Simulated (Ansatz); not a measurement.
GeH3(OiPr) (C₃H₁₀GeO). Charge 0, multiplicity 1. Geometry PBE0-D4/def2-SVP.

Cartesian coordinates in Å:
```
C -0.5035 0.1540 -0.1409
C -1.8141 -0.5354 -0.4697
C 0.3146 0.4604 -1.3863
Ge 1.5758 -0.1017 1.7110
O 0.2017 -0.6939 0.7433
H 1.7249 -1.1245 2.8441
H 2.8604 -0.0368 0.8589
H 1.2233 1.3046 2.2438
H -0.7336 1.1143 0.3691
H -1.6179 -1.4922 -0.9784
H -2.4396 0.0898 -1.1249
H -2.3724 -0.7486 0.4531
H 1.2518 0.9822 -1.1347
H 0.5757 -0.4746 -1.9064
H -0.2471 1.1024 -2.0821
```

Another isomer (singlet) lies 1.36 eV lower at PBE0-D4/def2-TZVP; other spin states weren't run for this one.

Estimate the orbital energies around the gap (eV) in Ansatz with PBE-D4/def2-SVP, PBE-D4/def2-TZVP, BLYP-D4/def2-TZVP, PBE0-D4/def2-SVP, PBE0-D4/def2-TZVP.


| orbital | PBE-D4/def2-SVP | PBE-D4/def2-TZVP | BLYP-D4/def2-TZVP | PBE0-D4/def2-SVP | PBE0-D4/def2-TZVP |
| --- | --- | --- | --- | --- | --- |
| HOMO−13 | -16.70 | -16.92 | -16.75 | -19.07 | -19.28 |
| HOMO−12 | -14.47 | -14.59 | -14.44 | -16.45 | -16.57 |
| HOMO−11 | -13.30 | -13.45 | -13.33 | -15.24 | -15.35 |
| HOMO−10 | -11.43 | -11.51 | -11.37 | -13.14 | -13.18 |
| HOMO−9 | -10.87 | -10.95 | -10.81 | -12.56 | -12.59 |
| HOMO−8 | -10.43 | -10.51 | -10.37 | -12.13 | -12.16 |
| HOMO−7 | -9.22 | -9.31 | -9.23 | -10.77 | -10.82 |
| HOMO−6 | -9.15 | -9.24 | -9.14 | -10.71 | -10.75 |
| HOMO−5 | -8.89 | -8.97 | -8.88 | -10.41 | -10.45 |
| HOMO−4 | -8.49 | -8.56 | -8.48 | -10.00 | -10.03 |
| HOMO−3 | -8.31 | -8.37 | -8.28 | -9.70 | -9.73 |
| HOMO−2 | -8.04 | -8.11 | -8.03 | -9.43 | -9.46 |
| HOMO−1 | -6.74 | -6.89 | -6.80 | -8.24 | -8.33 |
| HOMO | -5.98 | -6.13 | -6.05 | -7.55 | -7.65 |
| LUMO | -0.23 | -0.47 | -0.37 | 0.64 | 0.40 |
| LUMO+1 | 0.70 | 0.14 | 0.12 | 1.73 | 1.06 |
| LUMO+2 | 1.09 | 0.76 | 0.79 | 1.98 | 1.60 |
| LUMO+3 | 1.36 | 0.97 | 1.02 | 2.23 | 1.80 |
| LUMO+4 | 1.58 | 1.18 | 1.23 | 2.46 | 2.01 |
| LUMO+5 | 2.24 | 1.64 | 1.61 | 3.18 | 2.47 |
